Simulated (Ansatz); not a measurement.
`COB(S)Cl` + `C=C(F)B[SiH3]` → `C=C(F)B(S)Cl` + `COB[SiH3]`  (redistribution)

Calculated with Ansatz (gas phase, PBE0-D4/def2-TZVP geometries, no zero-point term in ΔE). CCSD(T)/CBS adds triple-zeta CCSD(T) − MP2 to the extrapolated MP2 energy (def2 sets, frozen cores). This one scheme is used for every species. DFT in def2-TZVPP. B3LYP here is the variant with VWN-RPA as its local correlation; programs differ in this. Each species was taken in one conformer, which may not be the lowest.

`COB(S)Cl`:

Cartesian coordinates in Å:
```
C -0.157 0.032 -1.404
O -0.015 -0.506 -0.100
B 0.114 0.250 1.001
S 0.292 -0.505 2.630
Cl 0.118 2.019 0.929
H 0.714 0.632 -1.674
H -0.246 -0.810 -2.089
H -1.051 0.655 -1.472
H 0.232 -1.769 2.178
```

`C=C(F)B[SiH3]`:

Cartesian coordinates in Å:
```
C 0.019 -1.001 -2.080
C -0.216 -0.701 -0.800
F -1.041 -1.521 -0.107
B 0.386 0.507 -0.069
Si -0.032 0.877 1.867
H 0.674 -0.363 -2.656
H -0.427 -1.865 -2.561
H 1.107 1.199 -0.723
H 0.660 2.085 2.391
H -1.501 1.072 2.034
H 0.370 -0.290 2.703
```

`C=C(F)B(S)Cl`:

Cartesian coordinates in Å:
```
C -1.021 -0.799 -0.987
C 0.160 -0.220 -0.804
F 1.031 -0.202 -1.830
B 0.644 0.473 0.504
S -0.366 0.362 1.980
Cl 2.162 1.339 0.496
H -1.290 -1.251 -1.935
H -1.742 -0.823 -0.181
H 0.423 1.121 2.756
```

`COB[SiH3]`:

Z-matrix (Å, degrees):
```
C
O 1 1.416
H 1 1.091 2 108.7
H 1 1.091 2 108.7 3 -118.3
H 1 1.093 2 111.1 3 120.9
B 2 1.341 1 122.5 3 -121.0
Si 6 2.025 2 119.1 1 -179.9
H 6 1.208 2 118.8 1 0.0
H 7 1.492 6 110.0 2 -122.4
H 7 1.492 6 109.9 2 120.3
H 7 1.489 6 113.5 2 -1.0
```

| level | ΔE (kJ/mol) | difference from CCSD(T)/CBS |
| --- | --- | --- |
| PBE-D4 | -9.0 | -4.5 |
| r2SCAN-D4 | -3.8 | 0.7 |
| PBE0-D4 | -5.4 | -0.9 |
| B3LYP-D4 | -4.6 | -0.1 |
| ωB97X-V | -3.4 | 1.1 |
| ωB97M-V | -3.4 | 1.1 |
| B2PLYP | -4.6 | -0.1 |
| PBE | -8.8 | -4.3 |
| r2SCAN | -3.8 | 0.7 |
| PBE0 | -5.2 | -0.7 |
| B3LYP | -4.3 | 0.2 |
| HF/def2-TZVPP | 7.6 | 12.1 |
| MP2/def2-TZVPP | -5.5 | -1.0 |
| SCS-MP2/def2-TZVPP | -4.5 | 0.0 |
| CCSD/def2-TZVPP | -3.3 | 1.2 |
| CCSD(T)/def2-TZVPP | -5.3 | -0.8 |
| HF/def2-QZVPP | 7.7 | 12.2 |
| MP2/def2-QZVPP | -5.0 | -0.5 |
| SCS-MP2/def2-QZVPP | -3.9 | 0.6 |
| HF/CBS(def2) | 7.7 | 12.2 |
| MP2/CBS(def2) | -4.6 | -0.1 |
| CCSD/CBS(def2) | -2.4 | 2.1 |
| CCSD(T)/CBS | -4.5 | 0 |

Largest T1 diagnostic among the species: 0.014.

In def2-TZVPP, CCSD(T) changes the Hartree–Fock value by −13.0 kJ/mol (the triples alone add −2.1 kJ/mol) and MP2 by −13.1 kJ/mol. From PBE to PBE0 (25 % exact exchange), in def2-TZVPP and without D4, ΔE moves by +3.6 kJ/mol.
